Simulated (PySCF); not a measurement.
## Removal energies of Xe⁶⁺ from EOM-IP-GCCSD

Reference: closed-shell Xe⁶⁺, [Kr] 4d10 5s2; one electron is removed. Calculated with PySCF 2.14, two-component X2C-1e with screened spin-orbit coupling, x2c-TZVPPall-2c with one added diffuse shell each of s, p, d, f type (9s10p6d3f, 90 functions); frozen [Ar] 3d10; the 6 highest virtual spinors dropped; of the others 104 kept and the rest restored at second order. No Breit or QED terms. Binding energies in eV.

```csv
level,Koopmans,second order,EOM-CCSD
4p1/2,250.82,234.32,240.91
4d3/2,148.82,146.51,147.14
4d5/2,146.67,144.42,145.03
5s1/2,89.910,91.751,91.727
```

In EOM-CCSD the overlap with the one-orbital guess is low for 4p1/2 (weight 0.79). That can mean mixing with two-hole, one-particle states, where second order and EOM-CCSD lose accuracy, or only a rotation among the degenerate components of the shell; the terms of those configurations are not listed.

For comparison, the ionisation energy of Xe⁶⁺ is 91.6 ± 0.5 eV (semi-empirical (NIST evaluation); NIST Atomic Spectra Database, ionization energies).

Only part of the computed levels is shown.

Where second order misses EOM-CCSD by more than 1 eV, it overshoots the relaxation and correlation of that hole or particle, which higher orders damp.
